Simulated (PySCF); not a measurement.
[Fe(SeH)4]2-: what the settings change

The complex [Fe(SeH)4]2- (charge -2) contains Fe(II), shell d6. The structure is a PBE0-D3(BJ)/def2-SVP, IEF-PCM water geometry optimised for multiplicity 5; coordination tetrahedral, point group S4, metal–donor distances 2.50 Å.

```
9

Fe    0.0000    0.0000    0.0000
Se    1.4824    1.4824    1.3634
H     0.4697    2.4473    1.8286
Se   -1.4824   -1.4824    1.3634
H    -0.4697   -2.4473    1.8286
Se   -1.4824    1.4824   -1.3634
H    -2.4473    0.4697   -1.8286
Se    1.4824   -1.4824   -1.3634
H     2.4473   -0.4697   -1.8286
```

Method (PySCF 2.14, density fitting): CASSCF(6,5) with orbitals averaged over all microstates of the shell, strongly contracted NEVPT2 on the averaged canonical orbitals; basis x2c-TZVPall on the metal, x2c-SVPall elsewhere; spin-free X2C; IEF-PCM water; spin-orbit coupling by state interaction with the mean-field operator over all roots.

Base run: NEVPT2 ground state 5B (from 5E), next 5A (from 5E) at 2220, then 5E (from 5T2) at 4170 cm⁻¹, 10Dq(CASSCF) 2753, B(CASSCF) 1088, ζ 380 cm⁻¹, D -5.80 cm⁻¹, g 2.046 2.046 2.121, μeff(300 K) 5.12 μB.

(1) What happens with the basis x2c-TZVPall on all atoms?

(2) What happens with orbitals averaged over the highest spin alone?

NEVPT2 lifts 5E (from 5T2) from 2711 to 4170 cm⁻¹; on the d shell alone such lifts tend to overshoot.

## Answers

(1) NEVPT2 ground state 5B (from 5E), next 5A (from 5E) at 2014, then 5E (from 5T2) at 4044 cm⁻¹, 10Dq(CASSCF) 2748, B(CASSCF) 1088, ζ 380 cm⁻¹, D -5.95 cm⁻¹, g 2.047 2.047 2.126, μeff(300 K) 5.12 μB. It took 62 s against 39 s on a shared host of the same kind.

(2) NEVPT2 ground state 5B (from 5E), next 5A (from 5E) at 1981, then 5E (from 5T2) at 3705 cm⁻¹, 10Dq(CASSCF) 2659, B(CASSCF) 1120, ζ 392 cm⁻¹, D -6.51 cm⁻¹, g 2.053 2.053 2.140, μeff(300 K) 5.15 μB.
